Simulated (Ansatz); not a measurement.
A barrier at the coupled-cluster level

Start structure (Si$_{4}$H$_{11}$O$_{4}$F, singlet), relaxed at PBE0-D4/def2-TZVP:

```json
{"atom": "Si1", "x (Å)": "-0.4471", "y (Å)": "-0.5999", "z (Å)": "0.3790"}
{"atom": "O2", "x (Å)": "0.1800", "y (Å)": "-1.1704", "z (Å)": "-0.9792"}
{"atom": "Si3", "x (Å)": "0.4670", "y (Å)": "-1.0155", "z (Å)": "-2.5859"}
{"atom": "O4", "x (Å)": "0.2428", "y (Å)": "0.7623", "z (Å)": "0.8769"}
{"atom": "Si5", "x (Å)": "0.7122", "y (Å)": "2.3007", "z (Å)": "0.5483"}
{"atom": "O6", "x (Å)": "-0.3231", "y (Å)": "-1.7146", "z (Å)": "1.5290"}
{"atom": "Si7", "x (Å)": "0.2185", "y (Å)": "-2.0197", "z (Å)": "3.0456"}
{"atom": "F8", "x (Å)": "-2.0024", "y (Å)": "-0.3341", "z (Å)": "0.1515"}
{"atom": "H9", "x (Å)": "-1.3007", "y (Å)": "2.1395", "z (Å)": "-2.4664"}
{"atom": "O10", "x (Å)": "-1.1682", "y (Å)": "1.4933", "z (Å)": "-1.7699"}
{"atom": "H11", "x (Å)": "1.2697", "y (Å)": "-2.1990", "z (Å)": "-2.9850"}
{"atom": "H12", "x (Å)": "-0.8026", "y (Å)": "-1.0166", "z (Å)": "-3.3526"}
{"atom": "H13", "x (Å)": "1.2444", "y (Å)": "0.2136", "z (Å)": "-2.8742"}
{"atom": "H14", "x (Å)": "1.4338", "y (Å)": "2.3783", "z (Å)": "-0.7444"}
{"atom": "H15", "x (Å)": "-0.4521", "y (Å)": "3.2185", "z (Å)": "0.5525"}
{"atom": "H16", "x (Å)": "1.6375", "y (Å)": "2.6947", "z (Å)": "1.6410"}
{"atom": "H17", "x (Å)": "-0.4485", "y (Å)": "-1.1193", "z (Å)": "4.0200"}
{"atom": "H18", "x (Å)": "1.6875", "y (Å)": "-1.8147", "z (Å)": "3.1150"}
{"atom": "H19", "x (Å)": "-0.1060", "y (Å)": "-3.4300", "z (Å)": "3.3653"}
{"atom": "H20", "x (Å)": "-2.0429", "y (Å)": "1.2330", "z (Å)": "-1.4665"}
```

The step: Si₄H₉O₃F ([F][Si]([O][SiH3])([O][SiH3])[O][SiH3]) + H₂O → Si₃H₇O₃F ([OH][Si]([F])([O][SiH3])[O][SiH3]) + SiH₄O ([OH][SiH3]); bonds formed: Si1–O10, O2–H9; bonds broken: Si1–O2, H9–O10. Computed with Ansatz 0.2.0 (basis: def2-TZVPP and def2-QZVPP); correlated methods freeze the cores. Extrapolation: Hartree–Fock as exp(−7.88 √X), correlation as X^−2.97. Energies below are by CCSD(T) at an estimated basis limit (MP2 extrapolated from triple and quadruple zeta, plus CCSD(T) − MP2 in triple zeta).

Problem. What are the electronic barrier and the energy of the step, from the start structure to the end structure? (Judge from chemistry; the value comes from the calculation.)

Solution. Computed: Barrier 134.2 kJ/mol; step energy 19.9 kJ/mol (uphill); reverse barrier, their difference, 114.3 kJ/mol. Barrier and step energy count from the start structure, the reverse barrier from the end structure.

The saddle point: One imaginary mode of 930i cm⁻¹.
```json
{"pair": "Si1–O10", "start (Å)": "3.09", "saddle (Å)": "1.80", "end (Å)": "1.64"}
{"pair": "O2–H9", "start (Å)": "3.92", "saddle (Å)": "1.29", "end (Å)": "0.97"}
{"pair": "Si1–O2", "start (Å)": "1.60", "saddle (Å)": "1.88", "end (Å)": "3.35"}
{"pair": "H9–O10", "start (Å)": "0.96", "saddle (Å)": "1.13", "end (Å)": "1.91"}
```

Zero-point energy (harmonic, PBE0-D4): ZPE is 313.1 kJ/mol at the start and 308.2 kJ/mol at the saddle, so the barrier goes from 134.2 to 129.3 kJ/mol.

T1 diagnostic: at most 0.012.

Labels in which every atom is bracketed show which atoms are joined, not bond orders.

For scale, one of the runs: CCSD(T)/def2-TZVPP, 477 basis functions, launched by `ansatz run in.yaml --threads 4 --pin off --events-out ev --progress --plain --max-ram 41984MiB --backend cuda --devices 0, --max-vram 37GiB`. Hardware: 4 CPU threads of an AMD EPYC 7R13 and a share of one NVIDIA H100, shared host. Wall time 79 s; peak host memory 1.2 GiB.
